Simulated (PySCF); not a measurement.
## Dipole moment and polarisability of bicyclo[2.2.2]octa-2,5,7-triene

Compound: bicyclo[2.2.2]octa-2,5,7-triene, C8H8.
SMILES with atom numbers: `[CH:1]1=[CH:2][C@H:3]2[CH:4]=[CH:5][C@@H:6]1[CH:7]=[CH:8]2` (hydrogens: H9 on C1; H10 on C2; H11 on C3; H12 on C4; H13 on C5; H14 on C6; H15 on C7; H16 on C8)

Structure used (GFN2-xTB), in Å, numbered top down from 1:
```
atom  x, y, z in Å
C1     1.331   -0.096   -0.767
C2     0.863    1.128   -0.594
C3    -0.449    1.173    0.164
C4    -1.386    0.270   -0.613
C5    -0.918   -0.954   -0.785
C6     0.448   -1.172   -0.166
C7     0.289   -0.784    1.291
C8    -0.180    0.440    1.463
H9     2.240   -0.364   -1.273
H10    1.322    2.039   -0.934
H11   -0.835    2.180    0.306
H12   -2.330    0.645   -0.964
H13   -1.411   -1.757   -1.302
H14    0.834   -2.180   -0.308
H15    0.548   -1.481    2.067
H16   -0.372    0.921    2.405
```

Level: CAM-B3LYP/def2-SVPD (PySCF), static field, nuclei fixed, core orbitals frozen in the response. The polarisability tensor in these axes (au):

```
x   74.37 -5.61 -0.79
y   -5.61 86.89  2.07
z   -0.79  2.07 72.51
```

Task: Diagonalise the tensor; give its mean and Δα, where Δα² is half the sum of the squared differences of the eigenvalues.

Result: Principal values 72.22, 72.22 and 89.33 au; mean 77.92 au = 11.55 Å³ = 12.85 × 10⁻⁴⁰ C²·m²/J; Δα = 17.11 au (22 % of the mean).

Task: What is the dipole moment?

Result: 0.00 D; point group D3h allows none.

Task: Molar refractivity from α?

Result: Lorentz–Lorenz: R = (4π/3)N_A α = 2.5225 cm³/(mol·Å³) × 11.55 Å³ = 29.1 cm³/mol, in the limit of long wavelengths.

Task: What are the principal values of the traceless quadrupole moment, Θ = ½Σq(3rr − r²1), about the centre of nuclear charge?

Result: -3.30, -3.28, 6.58 D·Å. With no charge and no dipole, the values don't depend on the origin. The electronic extent ⟨r²⟩ about the same centre is 662 bohr², a root-mean-square distance of 1.82 Å for the 56 electrons.

Task: In TDDFT the mean static polarisability is Σ f/ω² over all singlet excitations (ω in hartree). How much of it do the 8 lowest give? Their energies (eV) and oscillator strengths: 5.09, 0.0000; 5.09, 0.0000; 6.05, 0.0000; 6.31, 0.0000; 6.41, 0.0000; 6.41, 0.0000; 6.90, 0.0000; 6.93, 0.0242.

Result: They add up to 0.37 au, 0.5 % of the 77.92 au; the largest single term is 0.37 au, from the state at 6.93 eV. Terms in order: 0.00, 0.00, 0.00, 0.00, 0.00, 0.00, 0.00, 0.37 au. Higher excitations give the rest. The strengths listed sum to 0.024.

Task: What would n − 1 = 2πNα be for an ideal gas of these molecules at 298.15 K and 1 atm, electronic part alone?

Result: N = p/kT = 2.4615 × 10¹⁹ cm⁻³, so n − 1 = 2π × N × 11.55 × 10⁻²⁴ cm³ = 1786 × 10⁻⁶ at long wavelengths.

Task: Rayleigh depolarisation ratio (linearly polarised light, static tensor)?

Result: ρ = 3Δα²/(45ᾱ² + 4Δα²) = 878.1/(273233 + 1170.8) = 0.0032.

Isolated species at its GFN2-xTB geometry, gas phase.
